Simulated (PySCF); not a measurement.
SMILES C[Si](C)([CH2][Al]([OH])[OH])O (C₃H₁₁AlO₃Si), GFN2-xTB optimised geometry.

```
19

Si    -0.36     1.12    -1.56
C     -1.05     2.83    -2.02
C     -0.63    -0.14    -2.96
O      1.23     1.35    -1.31
C     -1.13     0.34     0.00
Al    -0.33    -1.48     0.00
O     -1.24    -2.85    -0.06
O      1.33    -1.48     0.00
H     -0.52     3.22    -2.89
H     -2.10     2.78    -2.27
H     -0.92     3.53    -1.21
H     -0.42    -1.14    -2.57
H      0.03     0.02    -3.81
H     -1.65    -0.15    -3.34
H      1.68     0.64    -0.85
H     -0.88     0.94     0.87
H     -2.22     0.30    -0.06
H     -1.89    -3.53    -0.12
H      2.22    -1.80     0.04
```

Density from B3LYP/def2-SVP run with PySCF at that geometry.

Minimum of the electron density along straight lines between bonded atoms, close to the bond critical point (lines longer than 1.1 times the sum of covalent radii, or with two minima, are not listed):

```json
[
 {"bond": "Si1–C2", "length / Å": "1.899", "ρ at the minimum / e bohr⁻³": "0.113", "∇²ρ there / e bohr⁻⁵": "0.32", "position (fraction from the first atom)": "0.38"},
 {"bond": "Si1–C3", "length / Å": "1.907", "ρ at the minimum / e bohr⁻³": "0.110", "∇²ρ there / e bohr⁻⁵": "0.33", "position (fraction from the first atom)": "0.38"},
 {"bond": "Si1–O4", "length / Å": "1.634", "ρ at the minimum / e bohr⁻³": "0.128", "∇²ρ there / e bohr⁻⁵": "1.06", "position (fraction from the first atom)": "0.41"},
 {"bond": "Si1–C5", "length / Å": "1.905", "ρ at the minimum / e bohr⁻³": "0.109", "∇²ρ there / e bohr⁻⁵": "0.31", "position (fraction from the first atom)": "0.38"},
 {"bond": "C5–Al6", "length / Å": "1.987", "ρ at the minimum / e bohr⁻³": "0.079", "∇²ρ there / e bohr⁻⁵": "0.30", "position (fraction from the first atom)": "0.60"},
 {"bond": "Al6–O7", "length / Å": "1.648", "ρ at the minimum / e bohr⁻³": "0.103", "∇²ρ there / e bohr⁻⁵": "1.03", "position (fraction from the first atom)": "0.44"},
 {"bond": "Al6–O8", "length / Å": "1.661", "ρ at the minimum / e bohr⁻³": "0.100", "∇²ρ there / e bohr⁻⁵": "0.99", "position (fraction from the first atom)": "0.43"},
 {"bond": "C2–H9", "length / Å": "1.084", "ρ at the minimum / e bohr⁻³": "0.273", "∇²ρ there / e bohr⁻⁵": "-0.98", "position (fraction from the first atom)": "0.62"},
 {"bond": "C2–H10", "length / Å": "1.084", "ρ at the minimum / e bohr⁻³": "0.273", "∇²ρ there / e bohr⁻⁵": "-0.97", "position (fraction from the first atom)": "0.62"},
 {"bond": "C2–H11", "length / Å": "1.084", "ρ at the minimum / e bohr⁻³": "0.273", "∇²ρ there / e bohr⁻⁵": "-0.98", "position (fraction from the first atom)": "0.62"},
 {"bond": "C3–H12", "length / Å": "1.095", "ρ at the minimum / e bohr⁻³": "0.264", "∇²ρ there / e bohr⁻⁵": "-0.88", "position (fraction from the first atom)": "0.61"},
 {"bond": "C3–H13", "length / Å": "1.085", "ρ at the minimum / e bohr⁻³": "0.273", "∇²ρ there / e bohr⁻⁵": "-0.98", "position (fraction from the first atom)": "0.63"},
 {"bond": "C3–H14", "length / Å": "1.084", "ρ at the minimum / e bohr⁻³": "0.273", "∇²ρ there / e bohr⁻⁵": "-0.98", "position (fraction from the first atom)": "0.62"},
 {"bond": "O4–H15", "length / Å": "0.957", "ρ at the minimum / e bohr⁻³": "0.352", "∇²ρ there / e bohr⁻⁵": "-2.41", "position (fraction from the first atom)": "0.82"},
 {"bond": "C5–H16", "length / Å": "1.088", "ρ at the minimum / e bohr⁻³": "0.266", "∇²ρ there / e bohr⁻⁵": "-0.91", "position (fraction from the first atom)": "0.62"},
 {"bond": "C5–H17", "length / Å": "1.087", "ρ at the minimum / e bohr⁻³": "0.267", "∇²ρ there / e bohr⁻⁵": "-0.91", "position (fraction from the first atom)": "0.62"},
 {"bond": "O7–H18", "length / Å": "0.944", "ρ at the minimum / e bohr⁻³": "0.362", "∇²ρ there / e bohr⁻⁵": "-2.57", "position (fraction from the first atom)": "0.82"},
 {"bond": "O8–H19", "length / Å": "0.947", "ρ at the minimum / e bohr⁻³": "0.360", "∇²ρ there / e bohr⁻⁵": "-2.53", "position (fraction from the first atom)": "0.82"}
]
```
